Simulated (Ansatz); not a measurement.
Wavefunction ladder for Al2Cl2F4, SMILES `[F][Al-]1([F])[Cl+][Al-]([F])([F])[Cl+]1`

Cartesian coordinates in Å:
```
F -1.161 -1.033 -2.265
Al -1.289 -0.460 -0.741
F -2.723 -0.353 0.033
Cl -0.202 1.505 -0.584
Al 1.289 0.460 0.741
F 2.724 0.354 -0.032
F 1.159 1.033 2.265
Cl 0.203 -1.506 0.582
```

Charge 0, multiplicity 1. The structure was optimised at the PBE0-D4/def2-TZVP level. Frozen core, restricted reference, Ansatz 0.2.0.

| basis | HF (Eh) | MP2 corr. | CCSD corr. | (T) | CCSD(T) total |
| --- | --- | --- | --- | --- | --- |
| def2-SVP | ? | -1.13168 | -1.16130 | ? | ? |
| def2-TZVPP | -1801.32805 | -1.52914 | – | – | – |
| def2-QZVPP | ? | ? | – | – | – |

**Question.** Fill in the withheld values. (Estimate.)

**Answer.** The calculation gave: def2-SVP HF (Eh): -1800.32273; def2-SVP (T): -0.01822; def2-SVP CCSD(T) total: -1801.50225; def2-QZVPP HF (Eh): -1801.38958; def2-QZVPP MP2 corr.: -1.68032.
